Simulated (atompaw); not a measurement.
# What one change does to a pseudopotential (hafnium (Hf), PAW (atompaw))

```json
{
  "Element": "hafnium (Hf)",
  "Generator": "atompaw 4.2.0.5",
  "Type": "PAW",
  "Functional": "PBE",
  "Relativity": "scalar-relativistic",
  "Frozen core": "[Kr] 4d10 4f14",
  "Valence charge": "12",
  "Reference configuration": "5s2 5p6 5d2 6s2 6p0",
  "Partial waves": "5s (bound): rc 1.30 bohr; 6s (bound): rc 1.75 bohr; 5p (bound): rc 2.05 bohr; 6p (bound, empty): rc 3.00 bohr; 5d (bound): rc 3.00 bohr; 5d channel at 0.4 Ry: rc 3.00 bohr",
  "Local potential": "bessel scheme, radius 2.10 bohr",
  "Core correction": "smooth core density matched at 2.30 bohr",
  "Augmentation charge": "sinc compensation charge, radius 2.95 bohr; PAW radius 3.00 bohr; waves and projectors: modrrkj vanderbiltortho"
}
```

All-electron outer shells of the reference configuration (PBE, scalar-relativistic, ld1.x):

| shell | level (eV) | outermost node (bohr) | outermost maximum (bohr) |
| --- | --- | --- | --- |
| 4d | -206.67 | 0.23 | 0.47 |
| 5s | -67.02 | 0.55 | 1.01 |
| 5p | -35.57 | 0.60 | 1.16 |
| 4f | -16.83 | – | 0.45 |
| 6s | -5.11 | 1.37 | 2.89 |
| 5d | -2.69 | 0.67 | 1.69 |
| 6p | -1.40 | 1.66 | 4.05 |

Change: local potential bessel scheme, radius 1.44 bohr.

Cutoffs: the cutoffs (Ry, on a coarse ladder) from which the occupation-weighted sum of valence levels, in a spherical-Bessel basis at the reference potential, stays within 10 and 1 mRy of its value at 400 Ry; they do not see the model core or the augmentation charge, which bear on the density cutoff.

What does the change do?

The potential gets neither clearly harder nor softer (30 Ry and 50 Ry → 30 Ry and 50 Ry); the range in which the s phases agree widens (upper end 3.4 → at the end of the scan); the range in which the p phases agree widens (upper end 0.5 → 2.5); neither file shows a bound ghost.

| quantity | base | changed |
| --- | --- | --- |
| cutoff, loose | 30 Ry | 30 Ry |
| cutoff, tight | 50 Ry | 50 Ry |
| loose cutoff by channel (10 mRy a level) | s 21 Ry, p 15 Ry, d 8 Ry | s 15 Ry, p 15 Ry, d 8 Ry |
| bound ghosts | none | none |
| s: phases at 3.00 bohr within 0.05 rad from the reference energy up to (Ry; the scan ends near 5) | 3.4 | to the end of the scan |
| p: phases at 3.00 bohr within 0.05 rad from the reference energy up to (Ry; the scan ends near 5) | 0.5 | 2.5 |
| d: phases at 3.00 bohr within 0.05 rad from the reference energy up to (Ry; the scan ends near 5) | -0.2 | n/a |
| lowest overlap eigenvalue by channel | s 0.49, p 1.00, d 1.00 | s 0.17, p 1.00, d 1.00 |

 The cutoffs see the waves, projectors and local potential, not the compensation charge or the core.
